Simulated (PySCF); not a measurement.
Gas-phase reaction: TiF4 + 4 HCl → TiCl4 + 4 HF

Energies from PySCF, thermal terms from the rigid-rotor harmonic-oscillator model, ideal gas at 1 bar. † marks an energy on the PBE0/def2-TZVP geometry and frequencies; other levels use their own. All species are closed-shell singlets. The harmonic model lacks anharmonicity and excited electronic states, which grow with temperature; levels with a mode under 35 cm⁻¹ are left out. Soft modes under 120 cm⁻¹ make the harmonic entropy rough for TiCl4.

```csv
level,"ΔE electronic, kJ","ΔH°(298 K), kJ","ΔS°(298 K), J/K","ΔG°(1000 K), kJ"
PBE/def2-TZVP†,109,131,-6,132
PBE0/def2-SVP†,143,164,-6,166
PBE0/def2-TZVP,92,113,-6,115
r2SCAN/def2-TZVP†,104,126,-6,127
ωB97M-V/def2-TZVP†,109,131,-6,132
ωB97X-V/def2-TZVP†,132,153,-6,155
```
ΔH° is lowest at PBE0/def2-TZVP and highest at PBE0/def2-SVP†. No reference value is set beside these.
